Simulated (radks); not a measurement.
Problem. The palladium ion Pd13+, configuration [Ar] 3d10 4s2 4p3. Method: non-relativistic Kohn-Sham, TPSS, spin-polarised, spherical densities, point nucleus; open shells are filled with parallel spins first (spin-orbit coupling, left out, can overturn this in heavy ions); meta-GGA in the generalised Kohn-Sham scheme; relativity is left out, which matters for an element this heavy; computed with a radial shooting solver on a logarithmic mesh with Libxc functionals. Some entries of the table are withheld. Estimate them.

orbital,occ.,eigenvalue (eV),<1/r> (bohr^-1),<r> (bohr)
1s up,1,-23761.57,45.49,0.03309
1s down,1,-23760.65,45.49,0.03309
2s up,1,-3656.176,10.34,0.1436
2s down,1,-3655.822,10.34,0.1436
2p up,3,-3415.777,10.33,0.1228
2p down,3,-3415.002,10.33,0.1228
3s up,1,-891.9860,3.686,0.3890
3s down,1,-891.0883,3.685,0.3888
3p up,3,-795.7256,3.601,0.3811
3p down,3,-794.6183,3.601,0.3808
3d up,5,-619.5539,3.448,0.3529
3d down,5,-618.3630,3.451,0.3524
4s up,1,-336.3269,1.580,0.8732
4s down,1,-328.3268,1.582,0.8742
4p up,3,-302.4810,1.511,0.9009
4p down,0,-294.7495,1.509,0.9038
4d up,0,(1),1.374,0.9585
4d down,0,(2),1.366,0.9656
5s up,0,(3),0.8586,1.604
5s down,0,(4),0.8575,1.611

Solution. 
(1) 4d up eigenvalue (eV): -244.5775
(2) 4d down eigenvalue (eV): -237.6253
(3) 5s up eigenvalue (eV): -172.1129
(4) 5s down eigenvalue (eV): -169.6979
